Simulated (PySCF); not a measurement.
Isomers of CH6OSSi, one GFN2-xTB conformer each. Single-point energies are computed at PBE0/pcSseg-1 (PySCF, gas phase, no added dispersion term), electronic only.

```csv
SMILES,GFN2-xTB relative energy (kcal/mol)
C[Si@@H](O)S,1.5
CS[SiH2]O,0.0
```

Conformers: `[CH3:1][Si@@H:2]([OH:3])[SH:4]` with C1–Si2–O3–H 152°, C1–Si2–S4–H 56°; `[CH3:1][S:2][SiH2:3][OH:4]` with C1–S2–Si3–O4 180°, S2–Si3–O4–H 0°.

Task: What does PBE0/pcSseg-1 give for the same structures?

Result: 
| SMILES | PBE0/pcSseg-1 E (Eh) | PBE0/pcSseg-1 (kcal/mol) | GFN2-xTB (kcal/mol) | point group |
| --- | --- | --- | --- | --- |
| C[Si@@H](O)S | -804.27104 | 0.0 | 1.5 | C1 |
| CS[SiH2]O | -804.24512 | 16.3 | 0.0 | Cs |

GFN2-xTB puts CS[SiH2]O lowest instead. As drawn, the lower has an S–H bond and an Si–C bond, which the higher lacks.

Task: Which frontier levels, dipoles and rotational constants go with these structures?

Result: 
```
      SMILES  HOMO (eV, PBE0/pcSseg-1)  LUMO (eV)  dipole (D)      A, B, C (MHz)
C[Si@@H](O)S                     -7.26       0.37        0.92   6013, 3156, 2320
   CS[SiH2]O                     -6.88      -0.14        1.10  11552, 2452, 2100
```
